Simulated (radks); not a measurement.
Spherical quantum dot in the effective-mass picture: electrons in a well V = -V0 / (1 + exp((r - R)/a)) with V0 = 42, R = 1.58, a = 0.18, all in effective atomic units (hartree* = m*/eps^2 hartree, bohr* = eps/m* bohr), one dielectric constant everywhere. Calculated with a radial shooting solver with Libxc functionals: non-relativistic Kohn-Sham, PBEsol, spin-polarised, spherical densities. Levels are named by radial order and angular momentum (1s, 1p, 1d, 2s, ...), and open shells are averaged over m.

N = 19, configuration 1s2 1p6 1d10 2s(up 1, down 0). This is the lowest configuration that the search found. Occupied and some empty levels:

level    occupation  eigenvalue (hartree*)  <r> (bohr*)
1s up             1                -21.382       0.8406
1s down           1                -21.318       0.8485
1p up             3                -19.561       0.9599
1p down           3                -19.534       0.9612
1d up             5                -17.083        1.045
1d down           5                -17.063        1.045
2s up             1                -15.244       0.8123
2s down           0                -15.055       0.8171
1f up             0                -14.076        1.114
1f down           0                -14.055        1.113
2p up             0                -11.679       0.9356
2p down           0                -11.591       0.9401
1g up             0                -10.622        1.173
1g down           0                -10.598        1.173

Energy (hartree*): total -505.348, kinetic 86.895, external -738.94, Hartree 165.06, exchange-correlation -18.361.
